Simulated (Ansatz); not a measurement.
System: sum formula Sn$_{2}$OH$_{5}$ (charge -1, singlet). It need not be the lowest isomer of its formula. Whether it binds its extra electron was not tested at this geometry. 
Coordinates optimised at B3LYP-D3(BJ)/def2-TZVP (Ansatz, a quantum-chemistry and plane-wave program):
SMILES: [SnH3][O][SnH2-]
```xyz
8

O      0.4366    -0.6573     0.4573
Sn    -1.5927    -0.9015    -0.0810
H     -1.4045    -0.1851    -1.7481
H     -2.1330     0.7195     0.5541
Sn     1.4818     0.9114     0.0366
H      0.8131     2.3721     0.6819
H      1.7132     1.1337    -1.6657
H      3.0663     0.7224     0.7388
```
Charge -1, spin multiplicity 1.

Basis-set convergence of Hartree-Fock and CCSD(T) correlation energies (hartree) with Ansatz. Correlated levels leave the core frozen unless marked. No spin-orbit coupling. The frozen core is the preceding noble-gas configuration, with the filled d and f shells of earlier blocks. Past Kr the def2 sets carry scalar-relativistic core potentials.

```json
[
 {"basis": "def2-SVPD", "functions": "127", "E(HF)": "-504.40626", "E(corr, CCSD(T))": "-0.46339"},
 {"basis": "def2-TZVPPD", "functions": "237", "E(HF)": "-504.51881", "E(corr, CCSD(T))": "-0.54381"},
 {"basis": "def2-QZVPPD", "functions": "407", "E(HF)": "-504.52645", "E(corr, CCSD(T))": "-0.57405"}
]
```

Extrapolating the two largest sets (X = 3 and 4) as X^-3: E(corr) = (64·(-0.57405) - 27·(-0.54381))/37 = -0.5961 Eh, an estimate of the basis-set limit. The largest set recovers 96.3 % of it, the smallest 77.7 %.
